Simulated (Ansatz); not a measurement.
Mulliken charges of F2H3N2Si (`[NH][Si](N)(F)F`) radical from PBE/def2-TZVPP in Ansatz (PBE0-D4/def2-TZVP geometry).

```json
{"atom": "N1", "x (Å)": "-0.641", "y (Å)": "1.315", "z (Å)": "0.798", "charge (e)": "-0.321"}
{"atom": "Si2", "x (Å)": "-0.429", "y (Å)": "-0.111", "z (Å)": "-0.145", "charge (e)": "0.699"}
{"atom": "N3", "x (Å)": "1.166", "y (Å)": "-0.601", "z (Å)": "0.030", "charge (e)": "-0.353"}
{"atom": "F4", "x (Å)": "-1.520", "y (Å)": "-1.133", "z (Å)": "0.385", "charge (e)": "-0.258"}
{"atom": "F5", "x (Å)": "-0.711", "y (Å)": "0.010", "z (Å)": "-1.704", "charge (e)": "-0.276"}
{"atom": "H6", "x (Å)": "-1.095", "y (Å)": "2.113", "z (Å)": "0.356", "charge (e)": "0.165"}
{"atom": "H7", "x (Å)": "1.671", "y (Å)": "-1.098", "z (Å)": "-0.683", "charge (e)": "0.171"}
{"atom": "H8", "x (Å)": "1.652", "y (Å)": "-0.554", "z (Å)": "0.908", "charge (e)": "0.173"}
```

**Question.** By hand: the dipole of these point charges (1 e Å = 4.8032 D).

**Answer.** Σ q r = (0.474, 0.067, 0.102) e Å, of length 0.489 e Å = 2.35 D.

**Question.** How does the dipole of the full density compare? (Best estimate.)

**Answer.** Ansatz gave: (0.432, 0.026, -0.040) e Å, 2.09 D; the point charges give 1.12 times that, at 18° from its direction.

Point charges leave out the atoms' own dipoles, such as those of lone pairs, and Mulliken's split depends on the basis, so the close match here is no proof of good charges.
